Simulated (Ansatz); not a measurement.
The same path of a periodic cell of 33 atoms, LiAl₃₂ (host Al, host structure fcc, interstitial Li) was run twice with different band settings. Lost on the way: Al3–Li33, Al4–Li33, Al8–Al11, Al16–Li33, Al26–Li33. Made: Al3–Al19, Al4–Al8, Al11–Li33, Al20–Li33, Al23–Li33, Al28–Li33.

Method: DFT PBE, scalar-relativistic, plane waves, PAW in Ansatz 0.2.0. Settings: cutoff 420 eV, k mesh 3x3x3, gaussian smearing 0.05 eV, no spin polarisation.

Relaxed end points:

```xyz
33
Lattice="8.1000 0.0000 0.0000 0.0000 8.1000 0.0000 0.0000 0.0000 8.1000" Properties=species:S:1:pos:R:3
Al 4.036 0.006 -0.087
Al 6.059 2.032 -0.013
Al 5.711 0.058 2.006
Al 0.015 0.052 -0.270
Al 2.050 2.046 -0.026
Al 4.060 4.084 -0.033
Al 6.122 6.116 0.054
Al 2.288 0.050 2.012
Al 4.035 2.114 2.023
Al 5.982 4.012 2.022
Al 4.038 0.007 4.128
Al 6.074 2.014 4.049
Al 5.999 0.007 6.084
Al 0.001 4.010 -0.101
Al 1.993 6.096 0.030
Al 0.011 2.204 2.013
Al 2.123 4.009 2.023
Al 4.037 6.009 2.022
Al 0.021 0.059 4.401
Al 2.038 2.034 4.065
Al 4.061 4.084 4.074
Al 6.144 6.137 3.979
Al 2.108 0.006 6.086
Al 4.059 2.066 6.065
Al 6.052 4.085 6.064
Al 0.019 5.583 2.006
Al 0.002 4.011 4.142
Al 1.974 6.112 4.006
Al 0.001 2.112 6.086
Al 2.058 4.083 6.065
Al 4.060 6.066 6.065
Al 0.002 6.012 6.084
Li -0.072 -0.221 2.083
```

```xyz
33
Lattice="8.1000 0.0000 0.0000 0.0000 8.1000 0.0000 0.0000 0.0000 8.1000" Properties=species:S:1:pos:R:3
Al 4.154 0.000 -0.050
Al 6.074 2.054 0.043
Al 6.077 0.000 1.972
Al -0.104 0.000 -0.051
Al 2.025 2.129 -0.051
Al 4.079 4.051 0.043
Al 6.074 6.046 0.043
Al 2.023 0.002 1.480
Al 3.992 1.964 2.070
Al 6.074 4.051 2.021
Al 4.353 0.002 4.121
Al 6.077 2.101 4.056
Al 6.077 0.000 6.156
Al -0.029 4.051 0.043
Al 2.025 5.971 -0.050
Al 0.058 1.967 2.068
Al 2.025 4.048 1.972
Al 3.988 6.137 2.073
Al -0.293 0.002 4.119
Al 2.024 2.317 4.119
Al 4.126 4.048 4.056
Al 6.077 5.999 4.056
Al 2.025 0.000 6.217
Al 4.072 2.046 6.088
Al 6.074 4.051 6.117
Al 0.061 6.134 2.070
Al -0.076 4.048 4.056
Al 2.024 5.770 4.121
Al -0.023 2.047 6.089
Al 2.025 4.048 6.156
Al 4.071 6.054 6.086
Al -0.021 6.053 6.087
Li 2.032 -0.009 3.764
```

Common settings: movable images 3; climbing image yes; spring 5.0 eV/Å²; optimiser quadratic models (default); end points relaxed.

| run | start path | force threshold | iteration limit |
| --- | --- | --- | --- |
| 1 | IDPP | 0.05 eV/Å | 73 |
| 2 | default | 0.2 eV/Å | 50 |

Question: What does each run give, and how far can it be trusted?

Answer: Run 1: converged after 20 iterations, highest image 0.666 eV above the first end. By the program's own check the climbing image is a first-order saddle point (lowest curvatures found: -0.78 and 0.26 eV/Å²).
Run 2: converged after 5 iterations, highest image 0.720 eV above the first end. The threshold of 0.2 eV/Å is loose, so the images may lie well off the minimum-energy path. The order of the stationary point at the top wasn't checked.
Limits of this set-up: coarse k mesh, a small cell, in which the defect meets its images.
